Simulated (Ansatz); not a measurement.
CH4N2OSi, SMILES N[SiH2]N=C=O.

The structure is a stationary point at PBE0-D3(BJ)/def2-SVP. Other conformers were not sampled.

Two levels are set side by side: PBE/def2-SVPD (Ansatz, a quantum-chemistry and plane-wave program) and PBE0/def2-SVPD (Ansatz). Energy differences of separate SCF runs at the same geometry; the states with an electron removed or added have multiplicity 2 and 2. Differences are taken from unrounded values.

| quantity | PBE0 | PBE | PBE minus PBE0 |
|---|---|---|---|
| vertical ionisation energy (eV) | 10.19 | 9.80 | -0.39 |
| vertical singlet–triplet gap (eV) | 6.30 | 5.85 | -0.45 |
